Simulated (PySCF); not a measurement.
## Finite-field polarisability of Ar (argon, neutral)

[Ar], closed-shell 1S. All numbers are calculated (PySCF 2.14, scalar relativity by spin-free X2C-1e, in aug-cc-pVQZ-DK). Frozen: [Ne]. Energy changes in a uniform field (μhartree):

```csv
axis,F (au),HF,MP2,CCSD,CCSD(T)
x,0.0043,-99.112,-102.859,-101.727,-102.581
x,0.0086,-396.566,-411.578,-407.048,-410.469
```

Question: Derive α along x at CCSD(T) from the two fields.

Answer: With ΔE = −αF²/2 − γF⁴/24, α = −(16 ΔE(F) − ΔE(2F))/(6F²) = 11.09 bohr³.

Question: And the mean polarisability at each level?

Answer: HF 10.72, MP2 11.12, CCSD 11.00, CCSD(T) 11.09 bohr³. Reference: 11.083 ± 0.007 bohr³ (recommended; Schwerdtfeger and Nagle, table of static dipole polarizabilities (2023 update)).
